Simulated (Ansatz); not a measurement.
Species: C₁₀H₇BS, SMILES `Bc1cc(C#C)c2ccsc2c1` (charge 0, multiplicity 1).

**Question.** Give a relaxed geometry from PBE0-D3(BJ)/def2-SVP run with Ansatz (a first-principles code).

**Answer.** Several could match; the one computed here: the end point of this relaxation, one of several conformers (outside a Z-matrix the atoms follow the SMILES, hydrogens last).
Bonded distances (Å): B1–C2 1.538, B1–H13 1.210, B1–H14 1.210, C2–C3 1.417, C2–C12 1.405, C3–C4 1.392, C3–H15 1.092, C4–C5 1.427, C4–C7 1.421, C5–C6 1.214, C6–H16 1.074, C7–C8 1.429, C7–C11 1.417, C8–C9 1.364, C8–H17 1.090, C9–S10 1.727, C9–H18 1.090, S10–C11 1.740, C11–C12 1.392, C12–H19 1.093. Angles (°): C2–B1–H13 120.4, C2–B1–H14 120.0, H13–B1–H14 119.6, B1–C2–C3 121.0, B1–C2–C12 120.3, C3–C2–C12 118.7, C2–C3–C4 122.5, C2–C3–H15 118.9, C4–C3–H15 118.6, C3–C4–C5 121.4, C3–C4–C7 118.4, C5–C4–C7 120.1, C4–C5–C6 179.3, C5–C6–H16 179.4, C4–C7–C8 129.0, C4–C7–C11 119.0, C8–C7–C11 112.0, C7–C8–C9 112.2, C7–C8–H17 123.6, C9–C8–H17 124.2, C8–C9–S10 113.7, C8–C9–H18 127.1, S10–C9–H18 119.3, C9–S10–C11 91.1, C7–C11–S10 111.1, C7–C11–C12 121.8, S10–C11–C12 127.1, C2–C12–C11 119.5, C2–C12–H19 119.7, C11–C12–H19 120.7.
